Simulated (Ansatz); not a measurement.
C₅H₁₅MoNO₄ (`C[N]=[Mo]([O]C)([O]C)([O]C)[O]C`), 26 atoms. The species carries charge 0 and has multiplicity 1. Correlated methods include outer-core shells of Mo, which these sets cover unevenly. Mo: def2 effective core potential. Hardware: A = 11 threads of an AMD EPYC 7R13 on a shared host and a whole NVIDIA H100 80 GB; B = 11 threads of an AMD EPYC 7R13 on a shared host. Correlated methods freeze the cores.

**Question.** How many basis functions does each run have, and how long does it take in Ansatz? RKS PBE0-D4/def2-TZVP relaxation (15 steps) [A]; RHF-CCSD(T)/def2-TZVPP energy [A]; RKS B97M-V/def2-TZVPP energy [A]; RHF-MP2/def2-QZVPP energy [A]; RKS PBE0-D4/def2-SVP energy [B]; RKS revPBE-D4/def2-TZVPP energy [A]; RHF-CCSD(T)/def2-SVP energy [A]; direct RPA on PBE orbitals/def2-TZVPP energy [A]; RKS PBE0-D4/def2-TZVPP energy [A]; RKS ωB97M-V/def2-SVP energy [B]; RKS PBE0-D4/def2-QZVPP energy [A]; RKS BLYP-D4/def2-TZVPP energy [A]. (An estimate is asked.)

**Answer.** Ansatz gave: Other jobs shared the machine, so times are rough.

```
                                level                        job  functions  wall time  peak host memory (GiB)
               RKS PBE0-D4/def2-TZVPP                 energy [A]        576      2.5 s                     1.2
               RKS BLYP-D4/def2-TZVPP                 energy [A]        576      2.9 s                     1.1
             RKS revPBE-D4/def2-TZVPP                 energy [A]        576      3.1 s                     1.2
                 RKS PBE0-D4/def2-SVP                 energy [B]        246      3.2 s                     1.4
                RKS B97M-V/def2-TZVPP                 energy [A]        576      3.5 s                     1.3
               RKS PBE0-D4/def2-QZVPP                 energy [A]       1101      4.3 s                     1.7
direct RPA on PBE orbitals/def2-TZVPP                 energy [A]        576        5 s                     3.4
                 RHF-CCSD(T)/def2-SVP                 energy [A]        246      6.5 s                     1.5
                   RHF-MP2/def2-QZVPP                 energy [A]       1101      8.5 s                       2
                 RKS ωB97M-V/def2-SVP                 energy [B]        246      8.5 s                     1.8
                RKS PBE0-D4/def2-TZVP  relaxation (15 steps) [A]        440       25 s                     1.1
               RHF-CCSD(T)/def2-TZVPP                 energy [A]        576      100 s                     5.8
```
